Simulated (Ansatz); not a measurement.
`BC#CF` + `[OH][Al]([Cl])[Cl]` → `B[O][Al]([Cl])[Cl]` + `C#CF` at 400 K and 1 bar (ligand exchange at a B–C bond).

Program: Ansatz. Geometries: PBE0-D4/def2-TZVP. ΔE: electronic, gas phase. CCSD(T)/CBS adds triple-zeta CCSD(T) − MP2 to the extrapolated MP2 energy (def2 sets, frozen cores). This one scheme is used for every species. Each species was taken in one conformer, which may not be the lowest.

| species | CCSD(T)/CBS energy (Eh) | H − E (kJ/mol) | S (J/(mol·K)) |
| --- | --- | --- | --- |
| `BC#CF` | -201.77815 | 106.6 | 296.1 |
| `[OH][Al]([Cl])[Cl]` | -1237.55309 | 70.3 | 347.5 |
| `B[O][Al]([Cl])[Cl]` | -1262.97636 | 107.8 | 394.3 |
| `C#CF` | -176.38388 | 70.6 | 244.8 |

H − E and S are ideal-gas, rigid-rotor, harmonic terms from PBE0-D4/def2-TZVP, for one conformer and one mirror image of each species. 1 Eh = 2625.50 kJ/mol, R = 8.31446 J/(mol·K).

By hand: ΔE, ΔH, ΔS and ΔG.

ΔE = (-1262.97636) + (-176.38388) − (-201.77815) − (-1237.55309) = -0.02900 Eh = -76.1 kJ/mol. Δ(H − E) = 107.8 + 70.6 − 106.6 − 70.3 = 1.5, so ΔH = -74.6 kJ/mol. ΔS = 394.3 + 244.8 − 296.1 − 347.5 = -4.5 J/(mol·K). ΔG = -74.6 − 400 × (-4.5)/1000 = -72.8 kJ/mol.

By hand: the equilibrium constant, and the temperature at which ΔG would vanish if ΔH and ΔS stayed fixed.

log₁₀ K = −ΔG/(RT ln 10) = 9.5. ΔG = 0 at ΔH/ΔS = 16578 K, far beyond where these terms or the molecules hold.

The number of gas molecules stays the same, so ΔS is small and ΔH decides. A doubt of 5 kJ/mol in ΔE shifts log₁₀ K by 0.7 here. Other conformers and mirror images would add mixing entropy, several J/(mol·K) or more a flexible species. These are equilibria of isolated gas molecules and say nothing of rates. Largest T1 diagnostic: 0.014 (customary marks: 0.02 for closed shells, 0.045 for open ones).
